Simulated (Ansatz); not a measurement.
System: ZnF₂ (charge +1, doublet). The spin state was set by rule; other spins were not relaxed. 
Structure (B3LYP-D3(BJ)/def2-TZVP (Ansatz, a quantum-chemistry and plane-wave program) minimum search):
```xyz
3

Zn     0.0000     0.0000     0.0000
F      0.0000     0.0000    -1.7790
F      0.0000     0.0000     1.7790
```
Charge +1, spin multiplicity 2.

Basis-set convergence of Hartree-Fock and CCSD correlation energies (hartree) with Ansatz. Cores are frozen in the correlated levels unless marked. Open shells are spin-unrestricted. No spin-orbit coupling. Frozen are the shells of the preceding noble gas and the d and f shells that filled before the atom's block. No relativistic terms.

```csv
basis,functions,E(HF),"E(corr, CCSD)"
def2-SVP,59,-1975.88362,-0.60895
def2-TZVPP,126,___,___
```

Task: Complete the blanks.

Result: 
- def2-TZVPP, E(HF): -1976.38530
- def2-TZVPP, E(corr, CCSD): -0.89315
